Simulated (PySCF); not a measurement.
## Dipole polarisabilities along the 5p block, charge +1

Calculated with PySCF 2.14 for the ground configurations, without spin-orbit coupling: coupled response for Hartree-Fock and DFT. Mean α in bohr³, C₆ of like pairs in atomic units.

```tsv
species	α UHF	α PBE	α PBE0	C₆ UHF	C₆ PBE	C₆ PBE0
In+ [Kr] 4d10 5s2 (dyall-av2z, non-relativistic)	34.32	27.17	28.75	231.8	165.3	179.3
Sn+ [Kr] 4d10 5s2 5p1 (dyall-av2z, non-relativistic)	31.95	29.56	29.84	244.8	215.7	220.0
Sb+ [Kr] 4d10 5s2 5p2 (dyall-av2z, non-relativistic)	27.93	27.01	26.94	226.4	213.8	214.0
Te+ [Kr] 4d10 5s2 5p3 (dyall-av2z, non-relativistic)	24.13	23.75	23.58	200.7	195.5	194.1
I+ [Kr] 4d10 5s2 5p4 (dyall-av2z, non-relativistic)	21.08	21.31	21.09	179.0	180.3	178.2
Xe+ [Kr] 4d10 5s2 5p5 (dyall-av2z, non-relativistic)	18.25	18.65	18.44	155.7	159.1	156.9
```

The values depend on the diffuse functions of the basis.
